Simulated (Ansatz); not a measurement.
Steps of a relaxation of `N[SiH]([SiH3])O[SiH3]` with RKS PBE0-D4/def2-TZVP.

```sh
$ ansatz run in.yaml --threads 2 --pin off --events-out ev --progress --plain --max-ram 20480MiB --backend cuda --devices 0, --max-vram 18GiB
```

```yaml
crystal:
  periodic: [false, false, false]
  atoms:
    - {symbol: N, position_ang: [-1.084461, 1.858552, -1.110803]}
    - {symbol: Si, position_ang: [0.030738, 0.585669, -0.749358]}
    - {symbol: Si, position_ang: [-1.132162, -1.449405, -0.979601]}
    - {symbol: O, position_ang: [0.658668, 0.662222, 0.817842]}
    - {symbol: Si, position_ang: [1.602828, -0.163649, 1.923203]}
    - {symbol: H, position_ang: [-1.989506, 1.885596, -0.634968]}
    - {symbol: H, position_ang: [-0.736414, 2.807056, -1.273756]}
    - {symbol: H, position_ang: [1.174321, 0.735219, -1.715537]}
    - {symbol: H, position_ang: [-0.303875, -2.609124, -0.489742]}
    - {symbol: H, position_ang: [-1.514167, -1.705934, -2.414521]}
    - {symbol: H, position_ang: [-2.395127, -1.402416, -0.155508]}
    - {symbol: H, position_ang: [1.079899, -1.560943, 2.136081]}
    - {symbol: H, position_ang: [3.030354, -0.256119, 1.449400]}
    - {symbol: H, position_ang: [1.565804, 0.584176, 3.225868]}
basis:
  gaussian: {orbitals: def2-TZVP}
hamiltonian: {xc: pbe0, dispersion: d4}
relax: {f_tol: 0.005, max_steps: 150}
```

Positions (Å) and forces (eV/Å) along the path, 10 of 59 steps:

```xyz
14
step=1 energy=-27307.9683 eV
N    -1.084    1.859   -1.111    0.088    0.168    0.346
Si    0.031    0.586   -0.749    0.140    0.340    0.709
Si   -1.132   -1.449   -0.980   -0.111   -0.181   -0.020
O     0.659    0.662    0.818    0.236   -0.573   -0.297
Si    1.603   -0.164    1.923   -0.394    0.353   -0.495
H    -1.990    1.886   -0.635    0.574   -0.020   -0.297
H    -0.736    2.807   -1.274   -0.214   -0.605    0.106
H     1.174    0.735   -1.716   -0.230   -0.013    0.229
H    -0.304   -2.609   -0.490   -0.165    0.247   -0.106
H    -1.514   -1.706   -2.415    0.096    0.065    0.314
H    -2.395   -1.402   -0.156    0.259   -0.005   -0.170
H     1.080   -1.561    2.136    0.090    0.335   -0.073
H     3.030   -0.256    1.449   -0.348    0.039    0.074
H     1.566    0.584    3.226   -0.021   -0.149   -0.319
14
step=5 energy=-27308.0596 eV
N    -1.052    1.856   -1.039    0.158   -0.246   -0.067
Si    0.025    0.577   -0.713    0.009    0.029   -0.019
Si   -1.122   -1.450   -0.971   -0.026    0.021    0.022
O     0.665    0.640    0.803   -0.023   -0.013   -0.065
Si    1.584   -0.153    1.893    0.031   -0.014    0.050
H    -1.969    1.884   -0.639   -0.235    0.033    0.101
H    -0.715    2.772   -1.269    0.050    0.196   -0.046
H     1.144    0.717   -1.681    0.034    0.019   -0.007
H    -0.306   -2.601   -0.497    0.013   -0.001    0.010
H    -1.484   -1.687   -2.393    0.000    0.011   -0.015
H    -2.375   -1.409   -0.166   -0.029   -0.024    0.006
H     1.058   -1.526    2.112   -0.001   -0.014    0.008
H     2.989   -0.249    1.418    0.011   -0.003    0.001
H     1.544    0.601    3.169    0.006    0.004    0.020
14
step=9 energy=-27308.0634 eV
N    -1.058    1.845   -1.023   -0.002    0.002   -0.001
Si    0.035    0.568   -0.738    0.002    0.001    0.004
Si   -1.132   -1.449   -0.993    0.000   -0.003    0.000
O     0.717    0.602    0.758    0.000   -0.001   -0.008
Si    1.597   -0.148    1.910   -0.002   -0.001    0.002
H    -1.965    1.868   -0.587   -0.001    0.001    0.000
H    -0.733    2.771   -1.249    0.002   -0.005    0.002
H     1.132    0.732   -1.728   -0.003    0.000    0.000
H    -0.316   -2.604   -0.528    0.003   -0.003    0.001
H    -1.499   -1.674   -2.417    0.002    0.004    0.000
H    -2.386   -1.419   -0.186    0.000    0.004    0.001
H     1.047   -1.503    2.182    0.000    0.002    0.000
H     3.013   -0.283    1.477   -0.003    0.000    0.000
H     1.538    0.664    3.150    0.000   -0.001   -0.001
14
step=11 energy=-27308.0635 eV
N    -1.060    1.844   -1.021   -0.009    0.007    0.002
Si    0.036    0.568   -0.739    0.003   -0.008    0.003
Si   -1.131   -1.449   -0.993    0.003    0.009    0.000
O     0.722    0.601    0.755    0.002    0.000   -0.003
Si    1.597   -0.148    1.910   -0.002   -0.001   -0.003
H    -1.966    1.866   -0.583    0.006    0.000   -0.003
H    -0.736    2.771   -1.246    0.001   -0.006    0.001
H     1.130    0.733   -1.733   -0.003    0.001    0.001
H    -0.317   -2.605   -0.525    0.001   -0.003    0.000
H    -1.494   -1.674   -2.419    0.000   -0.001    0.002
H    -2.387   -1.416   -0.190    0.001   -0.001   -0.001
H     1.042   -1.500    2.185    0.000    0.002    0.000
H     3.013   -0.290    1.480   -0.004    0.000    0.001
H     1.539    0.668    3.148    0.000   -0.001   -0.001
14
step=16 energy=-27308.0636 eV
N    -1.074    1.844   -1.003    0.018   -0.011   -0.002
Si    0.041    0.577   -0.753   -0.003    0.009   -0.008
Si   -1.111   -1.450   -0.993    0.000   -0.005    0.003
O     0.764    0.609    0.723    0.013   -0.001    0.017
Si    1.590   -0.153    1.905   -0.001   -0.011   -0.008
H    -1.969    1.857   -0.544   -0.003    0.000    0.002
H    -0.761    2.773   -1.232   -0.005    0.004    0.000
H     1.109    0.760   -1.771   -0.001    0.001    0.002
H    -0.294   -2.597   -0.508   -0.004    0.003   -0.004
H    -1.463   -1.689   -2.419   -0.002   -0.001    0.001
H    -2.372   -1.413   -0.199   -0.001   -0.005    0.000
H     0.967   -1.471    2.206    0.007    0.019   -0.005
H     3.003   -0.373    1.495   -0.018    0.003    0.005
H     1.559    0.695    3.123    0.001   -0.005   -0.004
14
step=21 energy=-27308.0642 eV
N    -1.079    1.844   -1.003   -0.015   -0.013    0.014
Si    0.056    0.592   -0.767   -0.008    0.008    0.006
Si   -1.076   -1.450   -0.984   -0.008   -0.005    0.005
O     0.806    0.641    0.697    0.020   -0.023    0.012
Si    1.562   -0.157    1.904   -0.003   -0.014   -0.031
H    -1.966    1.846   -0.526    0.015    0.005   -0.010
H    -0.787    2.777   -1.243    0.003   -0.002    0.001
H     1.102    0.786   -1.805    0.001   -0.002    0.007
H    -0.216   -2.593   -0.567   -0.008    0.009   -0.004
H    -1.500   -1.667   -2.394    0.005    0.002    0.015
H    -2.295   -1.453   -0.123    0.018    0.000   -0.012
H     0.843   -1.423    2.219    0.018    0.033   -0.009
H     2.961   -0.484    1.513   -0.038    0.008    0.014
H     1.578    0.712    3.107    0.000   -0.006   -0.007
14
step=30 energy=-27308.0676 eV
N    -1.086    1.835   -0.938    0.023   -0.052    0.028
Si    0.100    0.609   -0.829   -0.032    0.076   -0.016
Si   -1.003   -1.455   -0.967   -0.010   -0.017   -0.002
O     1.004    0.653    0.545    0.029   -0.039    0.028
Si    1.503   -0.156    1.873    0.000    0.008   -0.036
H    -1.927    1.805   -0.384    0.033    0.012   -0.024
H    -0.836    2.780   -1.182   -0.013   -0.010    0.004
H     1.037    0.846   -1.958   -0.009   -0.005    0.013
H    -0.087   -2.581   -0.635   -0.001   -0.001   -0.002
H    -1.538   -1.669   -2.339    0.004    0.003    0.003
H    -2.145   -1.494   -0.009    0.002    0.001    0.000
H     0.572   -1.281    2.169    0.015    0.019    0.000
H     2.869   -0.705    1.659   -0.040    0.019    0.006
H     1.524    0.781    3.024    0.001   -0.013   -0.001
14
step=52 energy=-27308.0726 eV
N    -0.984    1.781   -0.744    0.001   -0.001   -0.001
Si    0.163    0.526   -0.906   -0.002    0.001    0.002
Si   -1.043   -1.481   -1.051    0.000    0.000    0.000
O     1.265    0.409    0.311    0.002   -0.001    0.004
Si    1.481   -0.078    1.854   -0.001    0.000   -0.005
H    -1.785    1.700   -0.140    0.000    0.000    0.000
H    -0.751    2.743   -0.928    0.000    0.000    0.000
H     0.958    0.833   -2.121    0.000    0.000    0.000
H    -0.163   -2.664   -0.851    0.000    0.000    0.000
H    -1.703   -1.597   -2.380   -0.001    0.000    0.000
H    -2.104   -1.512   -0.003    0.000    0.000    0.000
H     0.564   -1.207    2.171    0.000    0.000    0.000
H     2.886   -0.522    2.025    0.000    0.001    0.000
H     1.202    1.041    2.791    0.000    0.000    0.000
14
step=54 energy=-27308.0726 eV
N    -0.982    1.782   -0.746    0.001   -0.005    0.002
Si    0.163    0.526   -0.907   -0.008    0.003   -0.005
Si   -1.044   -1.480   -1.050    0.001   -0.001    0.001
O     1.265    0.409    0.311    0.005    0.000    0.003
Si    1.481   -0.079    1.854   -0.001    0.000    0.000
H    -1.783    1.701   -0.141    0.000    0.002   -0.001
H    -0.748    2.744   -0.929    0.001    0.000   -0.001
H     0.959    0.831   -2.121    0.001    0.000   -0.001
H    -0.165   -2.664   -0.851    0.000    0.000    0.000
H    -1.707   -1.596   -2.377    0.001    0.001    0.000
H    -2.104   -1.510    0.000    0.000    0.000    0.000
H     0.572   -1.217    2.166   -0.001   -0.001    0.000
H     2.889   -0.512    2.028    0.001   -0.001    0.000
H     1.190    1.036    2.793    0.000    0.001    0.001
14
step=59 energy=-27308.0726 eV
N    -0.980    1.785   -0.751   -0.001    0.001    0.001
Si    0.163    0.527   -0.907    0.003   -0.001    0.001
Si   -1.046   -1.478   -1.045   -0.001    0.000    0.001
O     1.264    0.412    0.312   -0.002    0.001   -0.002
Si    1.481   -0.083    1.853    0.000   -0.001    0.001
H    -1.780    1.710   -0.144    0.000    0.000    0.000
H    -0.744    2.746   -0.940    0.000   -0.001    0.000
H     0.960    0.827   -2.122    0.000    0.000    0.000
H    -0.168   -2.663   -0.847    0.000    0.000    0.000
H    -1.712   -1.595   -2.370    0.000    0.001    0.000
H    -2.103   -1.506    0.008    0.000    0.000    0.000
H     0.590   -1.238    2.153    0.001    0.001    0.000
H     2.896   -0.492    2.031   -0.001    0.001    0.000
H     1.166    1.020    2.798    0.000   -0.001   -0.001
```

Run time 77 s (2 threads of an AMD EPYC 7R13 on a shared host and a share of an NVIDIA H100 80 GB); peak host memory 0.89 GiB.
